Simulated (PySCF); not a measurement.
C3H2N3, SMILES n1cncn[c]1, multiplicity 2.

Coordinates come from a PBE-D3(BJ)/def2-SVP optimisation. The isomer is the one that the SMILES or the coordinates give; other isomers of the formula were not compared.

All values below come from PBE-D3(BJ)/def2-SVP (PySCF).

Harmonic, unscaled wavenumbers; measured fundamentals usually lie a few per cent lower.

```
mode  ν (cm⁻¹)  IR (km/mol)  moving atoms (share of kinetic energy)
----  --------  -----------  --------------------------------------
1          276          0.0                  N 48 %, C 26 %, H 26 %
2          352          4.4                  C 45 %, N 44 %, H 11 %
3          616         36.4                          N 62 %, C 35 %
4          688          6.3                          N 57 %, C 41 %
5          737         13.3                  N 40 %, C 35 %, H 26 %
6          919          0.0                   H 57 %, C 34 %, N 9 %
7          950         10.0                                  N 92 %
8          979          0.0                          H 63 %, C 35 %
9         1113         18.3                                  C 87 %
10        1164          0.2                          C 50 %, N 45 %
11        1169         17.7                  H 48 %, C 37 %, N 15 %
12        1261          0.2                  C 48 %, H 38 %, N 14 %
13        1366         15.4                  H 51 %, N 32 %, C 17 %
14        1389         26.7                  N 42 %, H 40 %, C 17 %
15        1511        131.4                   C 57 %, N 34 %, H 9 %
16        1564        245.2                          C 57 %, N 42 %
17        3094         17.2                           H 92 %, C 8 %
18        3097          7.5                           H 91 %, C 9 %
```
